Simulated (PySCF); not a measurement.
A PySCF script (with the pyscf-properties extension) for the NMR shieldings of SMILES C[C@@H]1[C@@H]([S-])[C@@H]1C#N, [C$_{5}$H$_{6}$NS]-, on a GFN2-xTB geometry:

```python
import basis_set_exchange as bse
import numpy as np
from pyscf import gto, dft
from pyscf.prop import nmr

atoms = """
C    -1.114773   -1.070399   -0.257238
C    -0.591358    0.172131    0.418632
C     0.061118    1.263967   -0.365619
S    -0.151392    2.949616    0.021980
C     0.908029    0.353013    0.573383
C     1.793899   -0.572105    0.014290
N     2.534678   -1.314481   -0.472525
H    -2.130897   -0.904794   -0.617203
H    -0.484232   -1.333693   -1.105037
H    -1.126729   -1.916242    0.434014
H    -1.174537    0.490791    1.277638
H     0.213820    1.057789   -1.425310
H     1.257985    0.824893    1.485268
"""
names = dict.fromkeys(["C", "S", "N", "H"], "pcSseg-1")
basis = {el: gto.basis.parse(bse.get_basis(n, elements=[el], fmt="nwchem")) for el, n in names.items()}
mol = gto.M(atom=atoms, basis=basis, charge=-1, verbose=0)
mf = dft.RKS(mol, xc="PBE0")
mf.grids.level = 2
mf.grids.alignment = dft.numint.BLKSIZE   # the property module wants whole blocks of grid points
mf.conv_tol = 1e-9
mf.kernel()

calc = nmr.RKS(mf)   # GIAO
C = mf.mo_coeff
Co = C[:, mf.mo_occ > 0]
resp = mf.gen_response(singlet=True, hermi=2)
def vind(x):   # induced exchange potential for any number of trial vectors
    d = np.einsum("pi,xij,qj->xpq", C, 2 * x.reshape(-1, C.shape[1], Co.shape[1]), Co, optimize=True)
    return np.einsum("xpq,pi,qj->xij", resp(d - d.transpose(0, 2, 1)), C, Co, optimize=True).ravel()
mo1, _ = nmr.rhf.solve_mo1(calc, with_cphf=vind)
sigma = calc.kernel(mo1)
for i, s in enumerate(sigma):   # ppm
    w = np.linalg.eigvalsh((s + s.T) / 2)
    print("%2d %-2s iso %8.1f  s11 %8.1f  s22 %8.1f  s33 %8.1f" % (i, mol.atom_pure_symbol(i), w.mean(), *w))
```

Question: What does it print?

Answer: 
```
 0 C  iso    168.4  s11    154.8  s22    163.3  s33    187.0
 1 C  iso    149.7  s11    108.3  s22    152.9  s33    188.1
 2 C  iso    132.5  s11     82.2  s22    132.4  s33    183.0
 3 S  iso    583.2  s11    381.0  s22    445.0  s33    923.6
 4 C  iso    167.8  s11    126.5  s22    157.5  s33    219.3
 5 C  iso     55.0  s11    -62.7  s22    -57.1  s33    284.9
 6 N  iso     -7.4  s11   -183.7  s22   -126.8  s33    288.2
 7 H  iso     30.3  s11     25.7  s22     28.2  s33     37.0
 8 H  iso     31.0  s11     26.5  s22     30.0  s33     36.5
 9 H  iso     30.5  s11     26.0  s22     27.8  s33     37.9
10 H  iso     31.3  s11     25.0  s22     30.9  s33     38.0
11 H  iso     28.7  s11     20.9  s22     29.2  s33     36.2
12 H  iso     31.7  s11     24.4  s22     31.5  s33     39.2
```

These numbers come from an equivalent density-fitted implementation of the same equations, which agrees with the script to about 0.01 ppm for H and up to a few tenths of a ppm for heavy atoms, so last digits may differ.

Question: Turn these shieldings into chemical shifts. Referencing at the same level of theory: ¹³C (186.93 ppm), ¹H (31.72 ppm) against TMS; ³³S (503.73 ppm) against CS2; ¹⁵N (267.73 ppm) against NH3.

Answer: Averaging equivalent atoms: C 5: 131.9; C 2: 54.4; C 1: 37.2; C 4: 19.1; C 0: 18.5; S 3: -79; N 6: 275.2; H 11: 2.98; H 7/8/9: 1.10; H 10: 0.43; H 12: 0.01 ppm. Experimental scales use liquid or dissolved standards, which lie at an offset from isolated NH3 (liquid NH3: subtract about 20 ppm). Unscaled 15N shifts of sp2 nitrogen come out 20 to 40 ppm too high even then.

Size and cost of the density-fitted run: 156 basis functions, 32 s wall time on 1 thread of an Arm Neoverse N1, shared host.
